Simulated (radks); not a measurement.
Results of a calculation; reference values are marked as such.
Coulomb parameter of the 3d shell of the vanadium ion V2+ in the model configuration [Ar] 3d1.5 4p1.5, as a second difference U = [E(n + 0.25) + E(n - 0.25) - 2 E(n)] / (0.25)^2 with all orbitals relaxed. "Bare": the charge of the atom changes with n. "Screened": the 4p shell takes up the change at fixed total charge, which measures U(3d,3d) + U(4p,4p) - 2 U(3d,4p). Level of theory: Dirac Kohn-Sham, PBE, spin-unpolarised, spherical densities, point nucleus; open shells are shared between the two j in proportion to 2j + 1 (a radial shooting solver on a logarithmic mesh with Libxc functionals).

case,configuration,E - E(n) (eV)
start,[Ar] 3d1.5 4p1.5,0.000
bare +0.25,[Ar] 3d1.75 4p1.5,-7.322
bare -0.25,[Ar] 3d1.25 4p1.5,8.326
screened +0.25,[Ar] 3d1.75 4p1.25,-3.573
screened -0.25,[Ar] 3d1.25 4p1.75,3.888

U(bare) = 16.065 eV, U(screened by 4p) = 5.038 eV.
